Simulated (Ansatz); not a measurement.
`CCCCCCCCCCS`. Total charge 0; singlet. Geometry r2SCAN-D4/def2-SVP; atoms count from 1.

Cartesian coordinates in Å:
```
C 4.844 0.263 -0.215
C 4.190 -0.509 -1.358
C 2.850 0.068 -1.822
C 1.742 0.034 -0.770
C 0.401 0.540 -1.303
C -0.719 0.617 -0.263
C -1.149 -0.739 0.300
C -2.277 -0.667 1.332
C -3.614 -0.183 0.774
C -4.764 -0.223 1.776
S -4.560 0.863 3.241
H 4.983 1.325 -0.483
H 5.834 -0.150 0.033
H 4.237 0.231 0.705
H 4.043 -1.564 -1.055
H 4.881 -0.537 -2.219
H 2.508 -0.488 -2.714
H 3.000 1.113 -2.159
H 2.030 0.646 0.106
H 1.637 -1.002 -0.396
H 0.076 -0.106 -2.142
H 0.553 1.544 -1.741
H -0.400 1.271 0.572
H -1.589 1.118 -0.723
H -0.280 -1.231 0.770
H -1.454 -1.398 -0.536
H -2.425 -1.669 1.775
H -1.978 -0.010 2.169
H -3.900 -0.814 -0.090
H -3.520 0.845 0.380
H -4.867 -1.233 2.208
H -5.723 0.015 1.290
H -4.590 2.030 2.559
```

(1) Estimate the Mulliken populations of the heavy atoms from the PBE0/def2-TZVP orbitals of Ansatz.

(2) And the Mayer bond orders between heavy atoms (over 0.3)?

Results:

(1) 
```tsv
atom	charge (e)
C1	-0.40
C2	-0.15
C3	-0.16
C4	-0.30
C5	-0.14
C6	-0.20
C7	-0.20
C8	-0.18
C9	-0.24
C10	-0.19
S11	-0.24
```
Mulliken values depend strongly on the basis.

(2) C1–C2 1.00 (1.53 Å); C2–C3 1.01 (1.53 Å); C3–C4 1.01 (1.53 Å); C4–C5 1.02 (1.53 Å); C5–C6 1.01 (1.53 Å); C6–C7 1.01 (1.53 Å); C7–C8 1.00 (1.53 Å); C8–C9 1.01 (1.53 Å); C9–C10 0.99 (1.53 Å); C10–S11 1.03 (1.83 Å).
